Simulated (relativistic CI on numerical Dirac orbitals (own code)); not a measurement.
The numbers below are computed, except where a source is named.
# Quantum defects of the nd series of Pb2+

Problem. The nd 3D levels with J = 2 of Pb2+ lie at 6d: 157925.0, 7d: 201597.3, 8d: 221307.0 cm⁻¹ (Moore, Atomic Energy Levels, vol. III, NSRDS-NBS 35 (1971 reprint of NBS Circular 467, 1958)), and the ionisation limit at 257591.7 cm⁻¹ (NIST ASD). Find the quantum defects and predict 9d.

Working.
1. The outer electron sees the charge z = 3; R = 109737.03 cm⁻¹ for this mass. The binding energy T = limit − E defines n* = z√(R/T).
2. Values: 6d: T = 99666.7, n* = 3.1479, δ = n − n* = 2.8521; 7d: T = 55994.4, n* = 4.1998, δ = n − n* = 2.8002; 8d: T = 36284.7, n* = 5.2172, δ = n − n* = 2.7828.
3. With δ held at 2.7828: E(9d) = limit − Rz²/(9 − δ)² = 232040.7 cm⁻¹.
4. The Ritz form δ = δ₀ + a/n*² through the last two members has a = 0.8725 and δ₀ = 2.7508, so with n* ≈ 9 − 2.7828, δ(9) = 2.7733 and E = 232118.4 cm⁻¹.

Check. The measured level is 232097.0 cm⁻¹ (δ = 2.7760), so the two predictions miss by -56.3 and 21.4 cm⁻¹. The defect is large because this electron penetrates the core.
